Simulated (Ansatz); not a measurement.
Level of theory: Ansatz (a first-principles code) with frozen-core CCSD(T)/cc-pVTZ // r2SCAN-D4/def2-TZVP. The geometry is that of the parent before the electron was removed.

Ansatz 0.2 input:
```yaml
crystal:
  periodic: [false, false, false]
  atoms:
    - { symbol: C, position_ang: [1.001839, -0.22625, 0.253792] }
    - { symbol: O, position_ang: [-0.207155, -0.739201, -0.331743] }
    - { symbol: C, position_ang: [-1.254382, 0.072803, -0.393527] }
    - { symbol: S, position_ang: [-1.366071, 1.609403, 0.114735] }
    - { symbol: H, position_ang: [1.713041, -1.04638, 0.20033] }
    - { symbol: H, position_ang: [0.81705, 0.073721, 1.286167] }
    - { symbol: H, position_ang: [1.35, 0.640012, -0.310387] }
    - { symbol: H, position_ang: [-2.080876, -0.465773, -0.859471] }
basis:
  gaussian: { orbitals: cc-pVTZ }
correlation:
  method: ccsd_t
total_charge: 1
magnetization:
  spin_polarized: true
  initial_magnetization: 1
```

Output:

```
Functional definition: HF
1036 factors; integrals over basis functions are off by at most 9.3e-4 eV
mean field evaluation 1: about -14966.7034 eV, gradient 3.3e1 eV
mean field evaluation 2: about -14966.7123 eV, gradient 3.3e1 eV
mean field evaluation 4: about -14971.8842 eV, gradient 4.1e0 eV
mean field evaluation 8: about -14972.0558 eV, gradient 3.0e-1 eV
mean field evaluation 16: about -14969.5093 eV, gradient 2.5e1 eV
mean field evaluation 32: about -14971.0568 eV, gradient 2.2e-2 eV
mean field evaluation 64: about -14971.0568 eV, gradient 6.3e-4 eV
mean field evaluation 96: about -14971.0568 eV, gradient 5.6e-4 eV
mean field -14972.05913986 eV, -550.2130249637 hartree, gradient 2.8e-6 eV, S^2 0.771764; 5 other end points of the search recorded, 0 dependent functions left out
determinant -14972.05913986 eV, -550.2130249637 hartree, with singles and doubles -14992.16842317 eV, -550.9520274948 hartree
determinant -14971.05677273 eV, -550.1761886512 hartree, with singles and doubles -14991.19446891 eV, -550.9162353358 hartree
8 core orbitals not correlated
reference -14972.05913986 eV, -550.2130249637 hartree; 12, 11 occupied and 160, 161 virtual orbitals, 1036 factors
second order -18.95423894 eV of doubles, -0.00000000 eV of singles
cycle   1  -19.88566429 eV  change    -1.6e0 eV  update   2.5e-2
cycle   2  -19.93476800 eV  change   -4.9e-2 eV  update   5.5e-3
cycle   3  -19.93097693 eV  change    3.8e-3 eV  update   2.7e-3
cycle   4  -19.93278161 eV  change   -1.8e-3 eV  update   1.0e-3
cycle   5  -19.93315270 eV  change   -3.7e-4 eV  update   5.4e-4
cycle   6  -19.93348628 eV  change   -3.3e-4 eV  update   2.2e-4
cycle   7  -19.93355024 eV  change   -6.4e-5 eV  update   1.0e-4
cycle   8  -19.93363153 eV  change   -8.1e-5 eV  update   5.9e-5
cycle   9  -19.93358769 eV  change    4.4e-5 eV  update   2.9e-5
cycle  10  -19.93357019 eV  change    1.8e-5 eV  update   1.3e-5
perturbative correction -0.91398814 eV, -0.0335884445 hartree
Total energy: -14992.90669819 eV, -550.9791586011 hartree
```

Cost: very roughly 8 core-minutes.
